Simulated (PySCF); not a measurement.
# Atomic charges by several schemes

C3H12FPSi3.
Structure used (GFN2-xTB), in Å, numbered top down from 1:
```xyz
20
C3H12FPSi3 angstrom
F      0.6523   -0.3753    3.0446
Si     0.6949    0.1573    1.5111
Si     2.5183   -0.8448    0.5040
P      2.6052   -0.1836   -1.6383
C     -0.9450   -0.3277    0.6800
C     -2.1835    0.5465    1.0066
Si    -2.6742    0.5975   -0.8400
C     -0.9367   -0.1946   -0.8629
H      0.7454    1.6093    1.7095
H      3.7962   -0.5619    1.1806
H      2.4498   -2.3118    0.4114
H      2.8291    1.1506   -1.3447
H      3.9539   -0.4293   -1.7910
H     -1.1761   -1.3654    0.9393
H     -2.8674    0.0822    1.7135
H     -1.9111    1.5164    1.4200
H     -3.7699   -0.2988   -1.2129
H     -2.8308    1.9091   -1.4668
H     -0.1531    0.4755   -1.2217
H     -0.8025   -1.1404   -1.3840
```

Density: PBE0/pcSseg-1 (PySCF); schemes: Mulliken, IAO, Hirshfeld and ESP-fitted. Isolated species at its GFN2-xTB geometry (one conformer only).

What partial charge does each atom carry?

In e:

```csv
atom,environment,Mulliken,IAO,Hirshfeld,ESP-fitted
F1,silicon-bound fluorine,-0.428,-0.543,-0.216,-0.308
Si2,fluorine-bound silicon,+0.879,+0.949,+0.351,+0.339
Si3,SiH2 silicon,+0.055,+0.230,+0.185,+0.230
P4,three-coordinate phosphorus,-0.252,-0.098,-0.010,-0.378
C5,sp3 carbon bound to silicon,-0.569,-0.391,-0.116,+0.265
C6,sp3 carbon bound to silicon,-0.448,-0.535,-0.161,-0.409
Si7,SiH2 silicon,+0.648,+0.750,+0.357,+0.498
C8,sp3 carbon bound to silicon,-0.491,-0.533,-0.166,-0.490
H9,Si–H hydrogen,-0.100,-0.132,-0.077,-0.061
H10,Si–H hydrogen,-0.022,-0.091,-0.075,-0.082
H11,Si–H hydrogen,-0.013,-0.084,-0.071,-0.045
H12,P–H hydrogen,+0.058,-0.008,-0.013,+0.100
H13,P–H hydrogen,+0.074,+0.003,-0.007,+0.139
H14,methine hydrogen,+0.159,+0.149,+0.042,+0.008
H15,methylene hydrogen,+0.147,+0.150,+0.038,+0.092
H16,methylene hydrogen,+0.142,+0.142,+0.034,+0.092
H17,Si–H hydrogen,-0.081,-0.119,-0.075,-0.109
H18,Si–H hydrogen,-0.084,-0.120,-0.076,-0.117
H19,methylene hydrogen,+0.170,+0.132,+0.021,+0.132
H20,methylene hydrogen,+0.156,+0.151,+0.034,+0.104
```

Mean size of the charges over all atoms: IAO 0.266 e, Mulliken 0.249 e, ESP-fitted 0.200 e, Hirshfeld 0.106 e. Each set sums to the total charge, 0, to within 0.001 e. The Hirshfeld scheme divides the density at each point in proportion to the densities of the neutral, spherically averaged free atoms. The IAO scheme projects the occupied orbitals on a minimal set of polarised atomic orbitals and counts the electrons in each atom's part of it.

Lowest charge. The schemes don't all agree: Mulliken C5 (-0.569); IAO F1 (-0.543); Hirshfeld F1 (-0.216); ESP-fitted C8 (-0.490).

Highest charge. The schemes don't all agree: Mulliken Si2 (+0.879); IAO Si2 (+0.949); Hirshfeld Si7 (+0.357); ESP-fitted Si7 (+0.498).

How closely do the schemes follow one another over all atoms?

Correlation coefficient and root-mean-square difference: Mulliken with IAO 0.97, 0.086 e; IAO with Hirshfeld 0.97, 0.229 e; Mulliken with Hirshfeld 0.90, 0.220 e; IAO with ESP-fitted 0.78, 0.233 e; Hirshfeld with ESP-fitted 0.78, 0.164 e; Mulliken with ESP-fitted 0.73, 0.237 e.

Sum the charges by element, for elements with more than one atom.

```
element  atoms  Mulliken     IAO  Hirshfeld  ESP-fitted
     Si      3    +1.582  +1.929     +0.894      +1.068
      C      3    -1.508  -1.459     -0.443      -0.634
      H     12    +0.607  +0.172     -0.224      +0.253
```

The run behind these numbers computed NMR shieldings as well. Hardware: Arm Neoverse V2, one thread, no GPU, shared host. Cost: 48 s of wall time, 1.1 GiB resident at most.
